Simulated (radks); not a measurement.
Task: Species: Hg2+. Configuration: [Xe] 4f14 5d10. Calculated with a radial shooting solver on a logarithmic mesh with Libxc functionals: scalar-relativistic Kohn-Sham, r2SCAN, spin-unpolarised, spherical densities, finite nucleus; meta-GGA in the generalised Kohn-Sham scheme; Fermi nuclear charge, rms radius 5.4648 fm. Some entries of the table are withheld. Estimate them.

orbital,occ.,eigenvalue (eV),r(max) (bohr)
1s,2,(1),0.01022
2s,2,-14801.13,0.05913
2p,6,(2),0.04906
3s,2,(3),0.1666
3p,6,-2947.573,0.1662
3d,10,-2324.234,0.1356
4s,2,-799.4741,0.3757
4p,6,-605.0000,(4)
4d,10,-372.8621,0.4028
5s,2,-139.6462,(5)
4f,14,-116.0201,(6)
5p,6,-87.5337,0.9290
5d,10,-29.0477,1.158

Result: 
(1) 1s eigenvalue (eV): -83258.98
(2) 2p eigenvalue (eV): -12765.91
(3) 3s eigenvalue (eV): -3538.196
(4) 4p r(max) (bohr): 0.3956
(5) 5s r(max) (bohr): 0.8290
(6) 4f r(max) (bohr): 0.3676
